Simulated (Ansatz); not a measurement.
Start from `S[SiH](Cl)Cl` and change one atom or group to get `O[SiH2]S[SiH](Cl)Cl`.

Ansatz, PBE0-D4/def2-TZVP geometries, multiplicity 1. Each molecule was computed in one conformer, which needn't be the lowest.

```json
{"property": "size of the dipole moment (PBE/def2-TZVPP) / D", "`S[SiH](Cl)Cl`": "1.35"}
{"property": "size of the dipole moment (ωB97M-V/def2-TZVPP) / D", "`S[SiH](Cl)Cl`": "1.41"}
{"property": "LUMO energy (B3LYP/def2-TZVPP) / eV", "`S[SiH](Cl)Cl`": "-0.41"}
{"property": "LUMO energy (PBE/def2-TZVPP) / eV", "`S[SiH](Cl)Cl`": "-1.14"}
{"property": "HOMO energy (B3LYP/def2-TZVPP) / eV", "`S[SiH](Cl)Cl`": "-7.82"}
{"property": "HOMO energy (PBE0/def2-TZVPP) / eV", "`S[SiH](Cl)Cl`": "-8.10"}
```

Q: Give the same properties after the change, and the shifts. (Best estimate.)

A: The calculation gave: 
```
                                          property  `O[SiH2]S[SiH](Cl)Cl`  shift
    size of the dipole moment (PBE/def2-TZVPP) / D                   0.96  -0.39
size of the dipole moment (ωB97M-V/def2-TZVPP) / D                   1.05  -0.36
               LUMO energy (B3LYP/def2-TZVPP) / eV                  -0.43  -0.02
                 LUMO energy (PBE/def2-TZVPP) / eV                  -1.16  -0.02
               HOMO energy (B3LYP/def2-TZVPP) / eV                  -7.91  -0.09
                HOMO energy (PBE0/def2-TZVPP) / eV                  -8.18  -0.08
```

Dipoles are sizes alone; their direction can turn.

B3LYP here is the variant with VWN-RPA as its local correlation; programs differ in this.
